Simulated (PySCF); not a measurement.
A series of substituents X on one scaffold: silaethenyl-X. Isolated molecules, 0 K electronic values unless said otherwise. One relaxed conformer stands for each flexible species; it need not be the lowest. Strings in code marks are SMILES.

Computed with PBE-D3(BJ)/def2-TZVP // PBE0-D3(BJ)/def2-TZVP (PySCF). All candidates: neutral, multiplicity 1. Excitations are Tamm–Dancoff values on a coarser integration grid. The basis has no diffuse functions, so Rydberg states are missing or too high.

```json
{
 "brightest of the four lowest singlets (TDA)": "3.99 eV",
 "S1 excitation (TDA)": "2.87 eV",
 "T1 excitation (TDA)": "2.11 eV"
}
```

**Question.** Which member has these values?
A) `C=[SiH]Cl`
B) `C=[SiH]CC#N`
C) `C=[SiH]C(C)=O` (C–Si–C–O torsion 0°)
D) `C=[SiH]C(C)C` (C–Si–C–C torsion 125°)

**Answer.** C, `C=[SiH]C(C)=O` (C–Si–C–O torsion 0°). The others give `C=[SiH]CC#N`: 5.47 eV, 5.30 eV, 2.83 eV; `C=[SiH]Cl`: 5.52 eV, 4.90 eV, 2.91 eV; `C=[SiH]C(C)C` (C–Si–C–C torsion 125°): 5.60 eV, 5.38 eV, 2.87 eV
